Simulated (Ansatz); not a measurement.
arsine (SMILES [AsH3]) moved off its minimum; all values from Ansatz (an electronic-structure program), cores frozen in correlated methods.
(charge 0, multiplicity 1)
```xyz
4

As    -0.0456     0.0060     0.0715
H     -0.7495    -0.9754    -0.7813
H     -0.5230     1.1967    -0.7466
H      1.2489    -0.1502    -0.7924
```

Forces at HF/def2-TZVPP (eV/Å):

```
atom      Fx      Fy      Fz
----  ------  ------  ------
As1    1.109   0.445  -0.580
H2    -0.494  -0.481  -0.264
H3     0.009  -0.117   0.183
H4    -0.623   0.153   0.661
```

**Question.** Give the forces (eV/Å), the total energy and the dipole at CCSD(T)/aug-cc-pVTZ.

**Answer.** 
| atom | Fx | Fy | Fz |
|---|---|---|---|
| As1 | 1.049 | 0.433 | 0.181 |
| H2 | -0.544 | -0.583 | -0.512 |
| H3 | -0.038 | 0.025 | -0.061 |
| H4 | -0.467 | 0.126 | 0.393 |
Energy -2236.1655 hartree, dipole 0.33 D.
